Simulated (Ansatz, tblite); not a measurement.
Removing and adding an electron: Zn₄H₁₄Se₄. Total charge 0; singlet. Geometry: r2SCAN-D4/def2-SVP. Ansatz, gas phase; energy differences of separate SCF runs; the oxidised species was run as a doublet alone; the reduced species was run as a doublet alone.

```csv
atom,x (Å),y (Å),z (Å)
Zn1,1.6997,0.8129,2.3604
Se2,1.8791,-1.5545,-0.0226
Zn3,-1.3538,-2.2586,1.5010
Se4,-0.8008,0.2525,1.9008
Se5,-1.6549,-0.8770,-1.5808
Zn6,0.8141,-0.2593,-1.9795
Zn7,-2.1769,2.0284,0.5833
Se8,0.8200,2.1011,-0.9456
H9,1.9676,0.8880,3.8847
H10,2.2835,0.9204,0.8831
H11,1.9347,-2.8360,-0.7666
H12,3.2609,-1.2128,-0.4407
H13,-0.5459,-2.5592,0.1624
H14,-2.2828,-2.7961,2.6191
H15,-1.3571,0.4318,3.2463
H16,-1.5329,-2.1636,-2.3088
H17,-2.1276,-0.1897,-2.8080
H18,1.4088,-0.4477,-3.4034
H19,-2.9566,2.9421,1.5626
H20,-1.8174,1.6644,-0.9236
H21,2.2237,2.3811,-1.3344
H22,0.3144,2.7319,-2.1897
```

The xTB rows come from tblite. Single mean-field runs in def2-TZVP are fitted with def2-universal-jkfit. HOMO above LUMO, or a gap near zero within one spin, warns that the state may not be the lowest or that an electron is smeared out. In the singlet geometry the species has come apart into loosely held pieces. In the doublet geometry the species has come apart into loosely held pieces.

Problem. Estimate orbital energies and vertical ionisation energies and electron affinities at: GFN1-xTB; GFN2-xTB; PBE-D4/def2-TZVP; PBE0-D4/def2-TZVP.

Solution. 
```json
{"level": "GFN1-xTB", "−HOMO (eV)": "10.15", "vertical IE (eV)": "12.40", "−LUMO (eV)": "6.00", "vertical EA (eV)": "3.77", "HOMO–LUMO gap (eV)": "4.16", "IE − EA (eV)": "8.63", "remarks": "–"}
{"level": "GFN2-xTB", "−HOMO (eV)": "10.83", "vertical IE (eV)": "12.64", "−LUMO (eV)": "7.28", "vertical EA (eV)": "5.48", "HOMO–LUMO gap (eV)": "3.55", "IE − EA (eV)": "7.16", "remarks": "–"}
{"level": "PBE-D4/def2-TZVP", "−HOMO (eV)": "6.05", "vertical IE (eV)": "–", "−LUMO (eV)": "1.87", "vertical EA (eV)": "0.32", "HOMO–LUMO gap (eV)": "4.19", "IE − EA (eV)": "–", "remarks": "HOMO above zero (-1 doublet), gap within one spin near zero (-1 doublet)"}
{"level": "PBE0-D4/def2-TZVP", "−HOMO (eV)": "7.13", "vertical IE (eV)": "8.59", "−LUMO (eV)": "1.10", "vertical EA (eV)": "0.04", "HOMO–LUMO gap (eV)": "6.03", "IE − EA (eV)": "8.55", "remarks": "HOMO above zero (-1 doublet)"}
```

Run but left out: PBE-D4/def2-TZVP (charge +1 doublet: an occupied level 0.02 eV above an empty one).   A HOMO above zero means that the electron is unbound at that level or that self-interaction error raises the level; the energy of removing that electron tells which. Raw xTB energy differences between charge states are shifted by several eV; the methods need an empirical correction for them. Sets without diffuse functions give affinities that are too small.
